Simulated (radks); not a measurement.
Results of a calculation; reference values are marked as such.
Coulomb parameter of the 5d shell of the platinum ion Pt2+ in the model configuration [Xe] 4f14 5d7 6s1, as a second difference U = [E(n + 0.5) + E(n - 0.5) - 2 E(n)] / (0.5)^2 with all orbitals relaxed. "Bare": the charge of the atom changes with n. "Screened": the 6s shell takes up the change at fixed total charge, which measures U(5d,5d) + U(6s,6s) - 2 U(5d,6s). Code: a radial shooting solver on a logarithmic mesh with Libxc functionals. Model: scalar-relativistic Kohn-Sham, PBE, spin-unpolarised, spherical densities, finite nucleus; Fermi nuclear charge, rms radius 5.427 fm.

case                   configuration  E - E(n) (eV)
start              [Xe] 4f14 5d7 6s1          0.000
bare +0.5        [Xe] 4f14 5d7.5 6s1        -12.670
bare -0.5        [Xe] 4f14 5d6.5 6s1         15.816
screened +0.5  [Xe] 4f14 5d7.5 6s0.5         -2.340
screened -0.5  [Xe] 4f14 5d6.5 6s1.5          2.659

U(bare) = 12.585 eV, U(screened by 6s) = 1.278 eV, against the Slater integral F0(5d,5d) = 16.216 eV with frozen orbitals.
